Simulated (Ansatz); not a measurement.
Program: Ansatz. Geometries: PBE0-D4/def2-TZVP. ΔE: electronic, gas phase. CCSD(T)/CBS is the MP2 limit (def2-TZVPP, def2-QZVPP) plus CCSD(T) − MP2 in def2-TZVPP, frozen cores. Functionals use def2-TZVPP. For Ge outer-core shells are correlated without core-valence functions, which leaves a few kJ/mol of doubt a bond. Scalar relativity is left out up to krypton. Each species was taken in one conformer, which may not be the lowest.

Consider the redistribution: `O[SiH](O)O[SiH2]F` + `[GeH2]` → `O[SiH2]O[SiH2]F` + `[OH][GeH]`.

| level | ΔE (eV) |
| --- | --- |
| LDA (SPW92) | 0.26 |
| revPBE | 0.15 |
| MP2/def2-SVP | 0.21 |
| MP2/def2-TZVPP | 0.29 |

Task: What does CCSD(T)/CBS give? (An estimate is asked.)

Result: The calculation gave: +0.33 eV. The listed levels differ from it by -0.07, -0.18, -0.12, -0.04 eV.

Largest T1 diagnostic among the species: 0.016.

From r2SCAN to r2SCAN0 (25 % exact exchange), in def2-TZVPP and without D4, ΔE moves by +0.10 eV. Leaving LDA and LC-ωPBE aside and taking each functional with its dispersion term where it has one, the values, not all of them listed here, spread over 0.23 eV, from PBE-D4 to BHLYP-D4. LDA lies +0.09 eV from PBE without D4.
